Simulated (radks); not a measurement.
F2+, configuration [He] 2s2 2p3.

Calculated with a radial shooting solver on a logarithmic mesh with Libxc functionals: Dirac Kohn-Sham, LDA (Slater exchange, Perdew-Wang correlation), spin-unpolarised, spherical densities, finite nucleus; open shells fill j = l - 1/2 first; Fermi nuclear charge, rms radius 2.8976 fm.

Energy parts (hartree):
| part | energy |
|---|---|
| total | -97.05782 |
| kinetic | 96.90064 |
| electron-nucleus | -222.98529 |
| Hartree | 37.51970 |
| exchange-correlation | -8.49287 |

Orbitals (lengths in bohr, moments of r in powers of bohr; <r^-3> diverges for s and p1/2; r(90%) holds 90 % of the orbital's charge):
orbital,occ.,eigenvalue (hartree),r(90%),<r^2>,<r^-3>,<r>,small-component weight
1s1/2,2,-25.93348,0.317,0.04233,-,0.1771,9.80e-04
2s1/2,2,-2.48426,1.45,1.016,-,0.9225,1.31e-04
2p1/2,2,-1.80672,1.50,1.007,-,0.8947,1.18e-04
2p3/2,1,-1.80351,1.50,1.010,10.50,0.8961,1.17e-04

The highest occupied level is 2p3/2 at -49.076 eV. The density falls to 0.001 e/bohr^3 at r = 2.47 bohr. The electron density at the nucleus is 463.7 e/bohr^3.
